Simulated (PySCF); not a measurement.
**Electric field gradients and quadrupole coupling constants**

Compound: C3H5NOSi.
Geometry (GFN2-xTB, dihedral held, Å), atoms numbered from 1 in this order:
```
atom  x, y, z in Å
C1     3.0686    0.3310    0.2041
C2     1.9004    0.1352    0.3949
C3     0.5041   -0.1125    0.6607
O4     0.0822   -0.5222    1.7255
N5    -0.3486    0.1353   -0.3546
Si6   -2.0297   -0.1904    0.0466
H7     4.0907    0.5039    0.0342
H8     0.0141    0.4713   -1.2317
H9    -2.1627   -1.6072    0.3570
H10   -2.4225    0.6948    1.1349
H11   -2.6910    0.1637   -1.2125
```

Field gradients from the PBE0/pcSseg-1 density (PySCF, non-relativistic), principal values in atomic units, ordered |Vxx| ≤ |Vyy| ≤ |Vzz|:

```tsv
atom	Vxx	Vyy	Vzz
O4	0.7449	0.8120	-1.5569
N5	0.1484	0.5275	-0.6759
```

Task: Find the asymmetry η = (Vxx − Vyy)/Vzz and the couplings χ = eQV/h (234.96 MHz × Q in barn × V in au), with Q(17O) = −0.0256 b, Q(14N) = 0.02044 b.

Result: 
| atom | environment | nucleus | η | χzz (MHz) | χxx (MHz) | χyy (MHz) |
| --- | --- | --- | --- | --- | --- | --- |
| O4 | amide oxygen | 17O | 0.04 | 9.36 | -4.48 | -4.88 |
| N5 | amide nitrogen | 14N | 0.56 | -3.246 | 0.713 | 2.533 |

The gradient is axial or nearly so (η below 0.05) at O4. 

Task: What is Vzz at O4 in SI units (1 au = 9.71736 × 10²¹ V/m²)?

Result: -1.5569 au = -15.129 × 10²¹ V/m².

Task: And the gradient at the other heavy atoms, for which no coupling is worked out here?

Result: 
```json
{"atom": "C1", "environment": "terminal alkyne carbon", "Vzz (au)": "-0.330", "η": "0.40"}
{"atom": "C2", "environment": "alkyne carbon", "Vzz (au)": "-0.269", "η": "0.12"}
{"atom": "C3", "environment": "amide carbonyl carbon", "Vzz (au)": "0.347", "η": "0.45"}
{"atom": "Si6", "environment": "SiH3 silicon", "Vzz (au)": "0.588", "η": "0.24"}
```

Task: What couplings would deuterons (Q(2H) = 0.00286 b) have in place of the hydrogens, at this geometry?

Result: 
| atom | bonded to | bond length (Å) | Vzz (au) | η | χzz (kHz) |
| --- | --- | --- | --- | --- | --- |
| H7 | C1 | 1.050 | 0.3900 | 0.01 | 262 |
| H8 | N5 | 1.007 | 0.4158 | 0.15 | 279 |
| H9 | Si6 | 1.457 | 0.1656 | 0.05 | 111 |
| H10 | Si6 | 1.457 | 0.1654 | 0.05 | 111 |
| H11 | Si6 | 1.466 | 0.1583 | 0.04 | 106 |

The geometry is a constrained GFN2-xTB structure with the dihedral C2–C3–N5–Si6 held at 180°, isolated molecule; it need not be a minimum. GFN2-xTB bond lengths can be off by several hundredths of an ångström, more for odd bonds, and the gradients follow them. The small basis limits the accuracy of the gradients.
